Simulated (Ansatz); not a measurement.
A nudged elastic band was laid between two geometries of FGaH6OSi (10 atoms, charge 0, multiplicity 1).

Theory: RKS B3LYP/def2-SVP (Ansatz 0.2.0).

```json
{"movable images": "5", "climbing image": "yes", "spring": "5.0 eV/Å²", "optimiser": "quadratic models (default)", "start path": "through a guess of the saddle point", "force threshold": "0.03 eV/Å", "iteration limit": "60", "end points": "relaxed"}
```

Image 0:

```xyz
10
Properties=species:S:1:pos:R:3
Ga -0.046 -1.966 0.101
F 1.738 -1.852 -0.236
H -0.877 -2.362 -1.166
H -0.362 -2.157 1.623
H 1.208 -0.040 -0.267
O 0.259 0.153 -0.109
Si -0.346 1.738 -0.008
H 0.303 2.454 1.123
H -0.075 2.454 -1.283
H -1.802 1.580 0.222
```

Image 6:

```xyz
10
Properties=species:S:1:pos:R:3
Ga -0.054 -1.952 0.057
F 1.730 -1.836 -0.286
H -0.915 -2.117 -1.243
H -0.354 -2.375 1.533
H 1.247 -0.031 -0.035
O 0.305 0.164 0.168
Si -0.347 1.724 -0.017
H 0.326 2.651 0.931
H -0.151 2.195 -1.414
H -1.787 1.577 0.306
```

**Question.** What changes between the two ends?

**Answer.** No bond is made or broken.

**Question.** What energy profile does the band end with?

**Answer.** The run converged. The highest image is number 3 of 0 to 6, 0.000 eV above the ends, which have the same energy within 2 meV. The top lies less than 8 meV above the higher end, about what the thresholds resolve: the motion is nearly free. A vibrational analysis at the climbing image gives no mode beyond 40i cm⁻¹: the surface is too flat there to confirm a saddle point.

| image | path coordinate (Å) | energy (eV) |
| --- | --- | --- |
| 0 | 0.00 | 0.000 |
| 1 | 0.11 | 0.000 |
| 2 | 0.23 | 0.000 |
| 3 | 0.34 | 0.000 |
| 4 | 0.51 | 0.000 |
| 5 | 0.69 | 0.000 |
| 6 | 0.86 | 0.000 |

**Question.** What is the geometry of the highest image?

**Answer.** 
```xyz
10
Properties=species:S:1:pos:R:3
Ga -0.058 -1.969 0.081
F 1.739 -1.846 -0.189
H -0.839 -2.325 -1.228
H -0.428 -2.208 1.583
H 1.216 -0.049 -0.189
O 0.264 0.154 -0.054
Si -0.340 1.741 -0.012
H 0.367 2.515 1.043
H -0.141 2.391 -1.335
H -1.782 1.596 0.301
```

Run time: 11 min on 2 threads of Arm Neoverse N1, on a shared host, peak memory 0.27 GiB.
